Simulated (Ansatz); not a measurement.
Pulling on the Si2–Cl1 bond in Cl2H2Si (SMILES Cl[SiH2]Cl) (multiplicity 1 held, fragments rigid). Energies count from the point at 2.052 Å.
Geometry at that point (charge 0, multiplicity 1):
```xyz
5

Cl    -1.6761     0.4337    -0.0037
Si    -0.0115    -0.7660     0.0237
Cl     1.6883     0.3828    -0.0216
H     -0.0165    -1.5412     1.2727
H     -0.0307    -1.6168    -1.1749
```

R- and RO- levels are restricted; in cc, def2 and unpolarised 6-31G sets they are followed outwards from rest. U- levels take the lowest unrestricted solution at each point, which mixes spins at long bonds. Active spaces are followed from a long bond inwards. Levels need not reach the same state.

Frozen-core correlation.

Codes used: Ansatz (a program for electronic structure) with Gaussian orbitals. Each number belongs to the level named beside it.

Energies in kcal/mol.

| R (Å) | R-HF/cc-pV(D+d)Z | R-MP2/cc-pV(D+d)Z | U-MP2/cc-pV(D+d)Z | CASSCF(6,4)/cc-pV(D+d)Z | FIC-MRCISD+Q on CASSCF(6,4)/cc-pV(D+d)Z |
|---|---|---|---|---|---|
| 1.642 | [?] | 74.9 | 74.9 | 76.4 | 76.1 |
| 1.847 | 13.5 | 13.1 | 13.1 | 14.1 | 13.8 |
| 2.052 | 0.0 | 0.0 | 0.0 | 0.0 | 0.0 |
| 2.257 | [?] | 7.2 | 7.2 | 5.8 | 6.4 |
| 2.462 | 22.1 | 21.9 | 21.9 | 18.8 | 20.5 |
| 2.770 | 47.9 | 46.9 | 46.9 | 41.0 | 44.0 |
| 3.078 | 71.8 | 69.6 | 78.4 | 60.5 | 64.6 |
| 3.591 | 103.9 | 99.1 | 99.6 | 81.7 | 87.8 |
| 4.104 | 127.3 | 118.7 | 104.5 | 90.0 | 97.6 |
| 4.720 | 146.7 | 131.5 | 105.8 | 92.4 | 100.6 |
| 5.541 | 162.1 | 135.2 | 106.1 | 92.8 | 101.2 |
| 6.567 | [?] | 128.2 | 106.2 | 92.8 | 101.2 |

Complete the blanks.


- 1.642, R-HF/cc-pV(D+d)Z: 76.0
- 2.257, R-HF/cc-pV(D+d)Z: 7.1
- 6.567, R-HF/cc-pV(D+d)Z: 172.2

Doubts at one or more of the structures used: a restricted determinant that unrestricted orbitals would lower (R-HF/cc-pV(D+d)Z, R-MP2/cc-pV(D+d)Z); a spin-contaminated determinant (U-MP2/cc-pV(D+d)Z); active orbitals that take no part (CASSCF(6,4)/cc-pV(D+d)Z, FIC-MRCISD+Q on CASSCF(6,4)/cc-pV(D+d)Z).
